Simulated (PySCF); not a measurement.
SnHI, SMILES [I][SnH] (connectivity only; charge and spin as stated), neutral, multiplicity 1.

Geometry: B3LYP-D3(BJ)/def2-TZVP. The def2 effective core potentials stand for the cores of I, Sn; spin–orbit coupling is left out.

The numbers are results of PySCF with B3LYP-D3(BJ)/def2-TZVP, not measurements.

Frequencies are harmonic and unscaled.

Computed vibrational spectrum:
```json
[
 {"mode": "1", "ν (cm⁻¹)": "186", "IR (km/mol)": "20.5", "moving atoms (share of kinetic energy)": "Sn 51 %, I 49 %"},
 {"mode": "2", "ν (cm⁻¹)": "543", "IR (km/mol)": "32.4", "moving atoms (share of kinetic energy)": "H 99 %"},
 {"mode": "3", "ν (cm⁻¹)": "1694", "IR (km/mol)": "375.0", "moving atoms (share of kinetic energy)": "H 99 %"}
]
```
